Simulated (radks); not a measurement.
Values are calculated unless marked as measured or tabulated.
The lutetium ion Lu2+, 69 electrons, occupied as [Xe] 4f14 6s1 (the NIST ground configuration). Level of theory: scalar-relativistic Kohn-Sham, XLYP, spin-polarised, spherical densities, point nucleus; open shells are filled with parallel spins first (spin-orbit coupling, left out, can overturn this in heavy ions) (a radial shooting solver on a logarithmic mesh with Libxc functionals).

Normalised radial functions P(r) = r R(r), r in bohr:

r            5s up  4f down    6s up
0.0009547   0.0537   0.0000   0.0195
0.001294    0.0678   0.0000   0.0246
0.00174     0.0841   0.0000   0.0306
0.002358    0.1036   0.0000   0.0377
0.003195    0.1251   0.0000   0.0455
0.00433     0.1468   0.0000   0.0534
0.005822    0.1649   0.0000   0.0599
0.007891    0.1747   0.0000   0.0635
0.01069     0.1668   0.0001   0.0606
0.01449     0.1305   0.0002   0.0474
0.01964     0.0563   0.0007   0.0204
0.02641    -0.0525   0.0020  -0.0191
0.03579    -0.1802   0.0058  -0.0655
0.04851    -0.2683   0.0159  -0.0975
0.06574    -0.2354   0.0407  -0.0853
0.08838    -0.0387   0.0947  -0.0136
0.1198      0.2556   0.2058   0.0933
0.1623      0.3947   0.3988   0.1428
0.22        0.1388   0.6736   0.0476
0.2982     -0.3723   0.9698  -0.1381
0.4009     -0.5729   1.1652  -0.2022
0.5433     -0.1040   1.1686  -0.0154
0.7363      0.6793   0.9831   0.2627
0.9979      1.0884   0.7074   0.3218
1.342       0.9130   0.4457   0.0539
1.818       0.4720   0.2373  -0.3757
2.464       0.1488   0.1049  -0.6544
3.34        0.0260   0.0364  -0.6051
4.526       0.0021   0.0085  -0.3327
6.086       0.0001   0.0012  -0.1087
8.248       0.0000   0.0001  -0.0166

5s up: eigenvalue -78.246 eV, 4 radial nodes at r = 0.0231, 0.0921, 0.240, 0.566 bohr, <r> = 1.17 bohr, 90 % of the charge inside 1.69 bohr. 4f down: eigenvalue -26.660 eV, 0 radial nodes, <r> = 0.719 bohr, 90 % of the charge inside 1.24 bohr. 6s up: eigenvalue -18.040 eV, 5 radial nodes at r = 0.0231, 0.0920, 0.239, 0.552, 1.40 bohr, <r> = 3.04 bohr, 90 % of the charge inside 4.35 bohr.
